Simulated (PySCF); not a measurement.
**Dipole moment and polarisability of `C#C[Si@H]1C[C@H](C#N)C1`**

C₆H₇NSi.
Structure used (GFN2-xTB), in Å, numbered top down from 1:
```xyz
15
C6H7NSi angstrom
C      3.289    1.171   -0.448
C      2.369    0.539    0.000
Si     0.948   -0.433    0.672
C     -0.606    0.638    1.006
C     -1.292    0.091   -0.274
C     -2.599   -0.435   -0.011
N     -3.624   -0.883    0.233
C     -0.279   -1.011   -0.682
H      4.094    1.723   -0.839
H      1.380   -1.392    1.686
H     -0.498    1.720    1.002
H     -1.158    0.367    1.904
H     -1.371    0.864   -1.043
H      0.030   -0.943   -1.723
H     -0.687   -2.009   -0.527
```

Level: CAM-B3LYP/def2-SVPD (PySCF), static field, nuclei fixed, core orbitals frozen in the response. The polarisability tensor in these axes (au):

```
x   124.31  15.31  -5.50
y    15.31  80.96  -3.09
z    -5.50  -3.09  76.78
```

Problem. Diagonalise the tensor; give its mean and Δα, where Δα² is half the sum of the squared differences of the eigenvalues.

Solution. Principal values 74.80, 77.35 and 129.89 au; mean 94.01 au = 13.93 Å³ = 15.50 × 10⁻⁴⁰ C²·m²/J; Δα = 53.86 au (57 % of the mean).

Problem. What is the dipole moment, and where does it point?

Solution. (4.27, 1.53, -0.68) D, 4.59 D in size, pointing from the negative to the positive side. Measured along this direction, the outermost atoms are N7 at the negative end and H9 at the positive end.

Problem. Find the Langevin capture rate constant for O2+ (31.990 u) meeting this molecule (121.035 u), k = 2.342 × 10⁻⁹ cm³/s × √(α in Å³ / reduced mass in u).

Solution. The reduced mass is 25.30 u, so k = 1.74 × 10⁻⁹ cm³/s. The formula leaves out the permanent dipole, which adds to the capture rate.

Problem. How large is μ²/3kT at 273 K beside α?

Solution. In Gaussian units μ²/3kT = 186.17 Å³ against 13.93 Å³, a ratio of 13.36; the Debye molar polarisation (4π/3)N_A(α + μ²/3kT) is 504.8 cm³/mol, leaving out the vibrational part.

Problem. Give the eigenvalues of the traceless quadrupole moment Θ = ½Σq(3rr − r²1), origin at the centre of nuclear charge.

Solution. -17.26, 7.10, 10.16 D·Å. The values depend on the origin, since the dipole doesn't vanish. The electronic extent ⟨r²⟩ about the same centre is 1374 bohr², a root-mean-square distance of 2.45 Å for the 64 electrons.

Problem. Estimate the molar refractivity from the static electronic polarisability.

Solution. Lorentz–Lorenz: R = (4π/3)N_A α = 2.5225 cm³/(mol·Å³) × 13.93 Å³ = 35.1 cm³/mol, in the limit of long wavelengths.

Isolated species at its GFN2-xTB geometry, gas phase.

The run behind these numbers computed excited states as well. On one thread of an Arm Neoverse N1, shared host with 64 logical CPUs at a one-minute load of 56, this took 88 s wall and 1.0 GiB of memory at its peak.
